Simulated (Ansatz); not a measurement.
A made-up structure of AlB2H2Cl, closed shell:

```
atom    x (Å)    y (Å)    z (Å)
 Cl1   0.4762   2.9582   0.1376
 Al2  -0.3816  -0.8258   0.0269
  B3   1.0045   0.6639  -0.4094
  B4  -0.1390   1.2158   0.3500
  H5   1.8659   0.1113  -1.0114
  H6  -1.1015   1.5504   0.9592
```

It is relaxed with PBE-D4/def2-SVP and then PBE0-D4/def2-TZVP (Ansatz 0.2.0). Atoms count as bonded within 1.22 times the sum of their covalent radii (H–H: 0.88 Å). The end point is not checked to be a true minimum.

**Question.** Does its bonding change? (Judge from chemistry; the calculation decides.)

**Answer.** The calculation gives: Yes. Formed: Al2–H6; broken: none.

Where it ends: The first stage lowers the energy by 0.95 eV in 11 steps. It ends as AlB₂H₂Cl ([Cl][B]12[H][Al]1[BH]2):
| atom | x (Å) | y (Å) | z (Å) |
| --- | --- | --- | --- |
| Cl1 | 0.4206 | 3.1504 | 0.2810 |
| Al2 | -0.5911 | -0.5785 | 0.2784 |
| B3 | 1.0024 | 0.4371 | -0.4879 |
| B4 | 0.0001 | 1.4386 | 0.2541 |
| H5 | 1.9560 | 0.1008 | -1.0961 |
| H6 | -1.0636 | 1.1254 | 0.8234 |

Labels in which every atom is bracketed show which atoms are joined, not bond orders.

For scale, one of the runs: PBE0-D4/def2-TZVP relaxation, 148 basis functions, launched by `ansatz run in.yaml --threads 2 --pin off --events-out ev --progress --plain --max-ram 4352MiB`. Hardware: 2 CPU threads of an Arm Neoverse V2, shared host. Wall time about 16 s.
